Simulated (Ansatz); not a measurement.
Two isomers of CH6OSiTe: A = `O[SiH2]C[TeH]`, B = `C[Te][SiH2]O`.

Isolated molecules relaxed with PBE0-D4/def2-TZVP in Ansatz; ΔE leaves out vibrations. CCSD(T)/CBS is the MP2 limit (def2-TZVPP, def2-QZVPP) plus CCSD(T) − MP2 in def2-TZVPP, frozen cores. DFT in def2-TZVPP. B3LYP here is the variant with VWN-RPA as its local correlation; programs differ in this. def2 core potentials past Kr. For Te outer-core shells are correlated without core-valence functions, which leaves a few kJ/mol of doubt a bond. One conformer a species, not always the lowest.

Problem. Which isomer does CCSD(T)/CBS put lower? Give the gap. (Best estimate.)

Solution. Computed: B, by 10.6 kcal/mol.

Problem. Give E(B) − E(A) in kcal/mol with r2SCAN-D4, B3LYP, CCSD/def2-TZVPP, HF/def2-TZVPP, B2PLYP, PBE-D4, PBE0-D4. (Estimate.)

Solution. The calculation gave: r2SCAN-D4 -11.2, B3LYP -11.5, CCSD/def2-TZVPP -9.7, HF/def2-TZVPP -11.7, B2PLYP -11.1, PBE-D4 -11.6, PBE0-D4 -11.5. None reverses the order clearly.

Largest T1 diagnostic: 0.011.

In def2-TZVPP, CCSD(T) changes the Hartree–Fock value by +2.1 kcal/mol (the triples alone add +0.1 kcal/mol) and MP2 by +1.0 kcal/mol.
